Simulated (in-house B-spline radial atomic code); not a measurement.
O⁺. Computed with a B-spline radial atomic code. Model: all-electron spherical atom, spin shells full or empty, radial basis limit, no spin-orbit coupling: exact exchange with a local potential (Slater, KLI or optimised effective potential, whose far tail is KLI's), no correlation.

Exchange potential has not reached -1/r at the last radius.

The run also made RPA and GW results, which its time includes.

The Slater potential averages the orbital exchange potentials with the orbital densities as weights, KLI adds orbital constants, and the optimised effective potential minimises the exact-exchange energy among local potentials. So their energies lie above Hartree-Fock in the order OEP, KLI, Slater. All fall off as −1/r, unlike LDA and GGA exchange.

Command:
```bash
python run_gw.py task.json out
```
Settings (lengths in bohr, energies in hartree):
```
Z                      8
electrons              7
configuration          [He] 2s2 2p3
hamiltonian            nr
method                 slater
lmax                   9
spin_polarised         True
box_radius             23.78
intervals              66
```

Cost of the run: 2.5 s on 1 thread of Arm Neoverse N1, with other jobs on the host.

Given: hamiltonian non-relativistic; mean-field start Slater potential.

Computed: energy above Hartree-Fock 27.785 millihartree; virial ratio -E/T less 1 -0.022632.

| radius (bohr) | r times exchange potential up (hartree bohr) | r times exchange potential down (hartree bohr) |
| --- | --- | --- |
| 0.00625 | -0.049046 | -0.048922 |
| 0.00745 | -0.058425 | -0.058278 |
| 0.00888 | -0.069576 | -0.0694 |
| 0.0106 | -0.082946 | -0.082737 |
| 0.0126 | -0.09843 | -0.098181 |
| 0.015 | -0.1169 | -0.11661 |
| 0.0179 | -0.13905 | -0.13869 |
| 0.0214 | -0.16547 | -0.16505 |
| 0.0255 | -0.19594 | -0.19544 |
| 0.0304 | -0.23163 | -0.23103 |
| 0.0362 | -0.27272 | -0.27202 |
| 0.0432 | -0.32052 | -0.3197 |
| 0.0515 | -0.37447 | -0.37351 |
| 0.0614 | -0.43479 | -0.43369 |
| 0.0731 | -0.50032 | -0.49911 |
| 0.0872 | -0.57107 | -0.56987 |
| 0.104 | -0.64409 | -0.64321 |
| 0.124 | -0.71617 | -0.71638 |
| 0.148 | -0.78347 | -0.78664 |
| 0.176 | -0.83868 | -0.84874 |
| 0.21 | -0.87624 | -0.90165 |
| 0.25 | -0.88489 | -0.93918 |
| 0.298 | -0.85853 | -0.95225 |
| 0.356 | ? | ? |
| 0.424 | -0.80961 | -0.79369 |
| 0.505 | -0.87377 | -0.66695 |
| 0.602 | -0.9891 | -0.65213 |
| 0.718 | -1.1219 | -0.71426 |
| 0.856 | -1.2441 | -0.79287 |
| 1.02 | ? | ? |
| 1.22 | -1.3867 | -0.92103 |
| 1.45 | -1.3928 | -0.95879 |
| 1.73 | -1.3631 | -0.98182 |
| 2.06 | -1.3117 | -0.99325 |
| 2.46 | -1.2512 | -0.99802 |
| 2.93 | -1.1938 | -0.99955 |
| 3.49 | -1.1437 | -0.99992 |

What belongs in the row 0.356?

r times exchange potential up (hartree bohr): -0.81513; r times exchange potential down (hartree bohr): -0.91357.

What belongs in the row 1.02?

r times exchange potential up (hartree bohr): -1.336; r times exchange potential down (hartree bohr): -0.86411.

```tsv
occupied	level (hartree)	Hartree-Fock level (hartree)
1s up	-20.922	-21.411
1s down	-20.994	-21.278
2s up	-1.9539	-2.0716
2s down	?	?
2p up	-1.4043	-1.3308
```

What belongs in the row 2s down?

level (hartree): -1.5592; Hartree-Fock level (hartree): -1.5307.

```csv
empty,level (hartree)
2p down,-1.0556
3s up,-0.48727
3s down,-0.41061
3p up,-0.38066
3p down,-0.32224
3d up,?
3d down,-0.22473
4s up,?
4s down,-0.1933
```

What belongs in the row 3d up?

level (hartree): -0.26586.

What belongs in the row 4s up?

level (hartree): -0.21393.

The highest level, 2p up, differs from Hartree-Fock by -2 eV and the deepest, 1s down, by +7.73 eV: the Slater potential lacks the response part and is deeper than the optimised one throughout, so the top level comes too deep.
